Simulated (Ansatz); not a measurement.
Mulliken charges of `[F][In]([F])[Cl]` from B3LYP/def2-TZVPP in Ansatz (PBE0-D4/def2-TZVP geometry).

```json
{"atom": "F1", "x (Å)": "0.588", "y (Å)": "0.615", "z (Å)": "1.750", "charge (e)": "-0.444"}
{"atom": "In2", "x (Å)": "0.047", "y (Å)": "-0.040", "z (Å)": "0.025", "charge (e)": "1.179"}
{"atom": "F3", "x (Å)": "0.832", "y (Å)": "-1.721", "z (Å)": "-0.482", "charge (e)": "-0.444"}
{"atom": "Cl4", "x (Å)": "-1.411", "y (Å)": "1.086", "z (Å)": "-1.313", "charge (e)": "-0.291"}
```

**Question.** By hand: the dipole of these point charges (1 e Å = 4.8032 D).

**Answer.** Σ q r = (-0.164, 0.128, -0.151) e Å, of length 0.257 e Å = 1.23 D.

**Question.** How does the dipole of the full density compare? (Estimate.)

**Answer.** Computed: (-0.166, 0.129, -0.153) e Å, 1.25 D; the point charges give 0.98 times that, at 0° from its direction.

Point charges leave out the atoms' own dipoles, such as those of lone pairs, and Mulliken's split depends on the basis, so the close match here is no proof of good charges.

B3LYP here is the variant with VWN-RPA as its local correlation; programs differ in this.
